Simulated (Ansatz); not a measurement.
Total energies of Zr(OH)F3 (ZrOF3H) from Ansatz at PBE0-D4/def2-TZVPD, gas phase (1 Eh = 27.2114 eV = 2625.5 kJ/mol). The reference geometry is relaxed at PBE0-D4/def2-SVP.

| atom | x (Å) | y (Å) | z (Å) |
| --- | --- | --- | --- |
| Zr1 | -0.437 | -0.162 | 0.072 |
| O2 | 1.323 | 0.491 | -0.215 |
| H3 | 2.210 | 0.818 | -0.362 |
| F4 | -0.503 | -2.024 | -0.322 |
| F5 | -1.656 | 0.763 | -1.062 |
| F6 | -0.938 | 0.113 | 1.889 |

| state | geometry | energy (Eh) |
| --- | --- | --- |
| charge 0 singlet | reference | -422.53644 |
| charge -1 doublet | reference | -422.52326 |
| free Zr atom (triplet) | – | -46.88229 |
| free O atom (triplet) | – | -75.01925 |
| free H atom (doublet) | – | -0.50104 |
| free F atom (doublet) | – | -99.67703 |

In the def2 sets Zr takes a core potential; there is no spin–orbit coupling.

(1) Work out the vertical electron affinity, to the doublet.

(2) What is the binding energy per atom against free atoms?

(1) E(charge 0 singlet) − E(charge -1 doublet) = -422.53644 − (-422.52326) = -0.01318 Eh = -0.36 eV; negative, so the extra electron isn't bound.

(2) Atoms: 1 × (-46.88229) + 1 × (-75.01925) + 1 × (-0.50104) + 3 × (-99.67703) = -421.43367 Eh. Binding: -421.43367 − (-422.53644) = 1.10277 Eh = 30.01 eV, or 5.00 eV for each of 6 atoms (no zero-point energy, no counterpoise term).

At PBE0-D4/def2-TZVPD the highest occupied level of the charge -1 doublet lies above zero (up to 1.47 eV). By energy differences it is unbound by 0.36 eV (vertical, against the charge 0 singlet, at PBE0-D4/def2-TZVPD) and held by the finite basis.
